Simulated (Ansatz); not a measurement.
Mulliken charges of C2H5BrMg, SMILES `C[CH2][Mg][Br]` from r2SCAN/def2-TZVPP in Ansatz (PBE0-D4/def2-TZVP geometry).

```json
{"atom": "C1", "x (Å)": "-0.503", "y (Å)": "0.996", "z (Å)": "0.504", "charge (e)": "-0.105"}
{"atom": "C2", "x (Å)": "0.357", "y (Å)": "-0.270", "z (Å)": "0.508", "charge (e)": "-0.480"}
{"atom": "Mg3", "x (Å)": "0.471", "y (Å)": "-1.312", "z (Å)": "-1.295", "charge (e)": "0.772"}
{"atom": "Br4", "x (Å)": "0.595", "y (Å)": "-2.478", "z (Å)": "-3.329", "charge (e)": "-0.462"}
{"atom": "H5", "x (Å)": "-1.545", "y (Å)": "0.785", "z (Å)": "0.246", "charge (e)": "0.036"}
{"atom": "H6", "x (Å)": "-0.515", "y (Å)": "1.490", "z (Å)": "1.482", "charge (e)": "0.036"}
{"atom": "H7", "x (Å)": "-0.143", "y (Å)": "1.735", "z (Å)": "-0.217", "charge (e)": "0.035"}
{"atom": "H8", "x (Å)": "1.381", "y (Å)": "-0.025", "z (Å)": "0.813", "charge (e)": "0.084"}
{"atom": "H9", "x (Å)": "-0.010", "y (Å)": "-0.968", "z (Å)": "1.271", "charge (e)": "0.084"}
```

**Question.** By hand: the dipole of these point charges (1 e Å = 4.8032 D).

**Answer.** Σ q r = (0.006, 0.216, 0.471) e Å, of length 0.518 e Å = 2.49 D.

**Question.** How does the dipole of the full density compare? (An estimate is asked.)

**Answer.** Ansatz gave: (-0.010, 0.217, 0.418) e Å, 2.26 D; the point charges give 1.10 times that, at 3° from its direction.

Point charges leave out the atoms' own dipoles, such as those of lone pairs, and Mulliken's split depends on the basis, so the close match here is no proof of good charges.
